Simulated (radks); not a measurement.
The numbers below are computed, except where a source is named.
Spherical quantum dot in the effective-mass picture: electrons in a parabolic well V = omega^2 r^2 / 2 with omega = 1.83, all in effective atomic units (hartree* = m*/eps^2 hartree, bohr* = eps/m* bohr), one dielectric constant everywhere. Level of theory: non-relativistic Kohn-Sham, r2SCAN, spin-polarised, spherical densities, generalised Kohn-Sham scheme (a radial shooting solver with Libxc functionals). Levels are named by radial order and angular momentum (1s, 1p, 1d, 2s, ...), and open shells are averaged over m. Results are scaled to m* = 0.117 and eps = 17.9, for which hartree* = 9.936 meV and bohr* = 8.096 nm.

N = 9, configuration 1s2 1p6 1d(up 1, down 0). This is the lowest configuration that the search found. Occupied and some empty levels:

| level | occupation | eigenvalue (meV) | <r> (nm) |
|---|---|---|---|
| 1s up | 1 | 89.683 | 8.310 |
| 1s down | 1 | 89.967 | 8.229 |
| 1p up | 3 | 102.27 | 10.51 |
| 1p down | 3 | 102.82 | 10.47 |
| 1d up | 1 | 116.27 | 12.18 |
| 1d down | 0 | 116.96 | 12.15 |
| 2s up | 0 | 118.59 | 10.91 |
| 2s down | 0 | 118.99 | 10.92 |
| 1f up | 0 | 131.30 | 13.58 |
| 1f down | 0 | 132.14 | 13.53 |
| 2p up | 0 | 134.17 | 12.53 |
| 2p down | 0 | 134.75 | 12.45 |

Energy (meV): total 643.439, kinetic 145.79, external 263.91, Hartree 286.82, exchange-correlation -53.083.
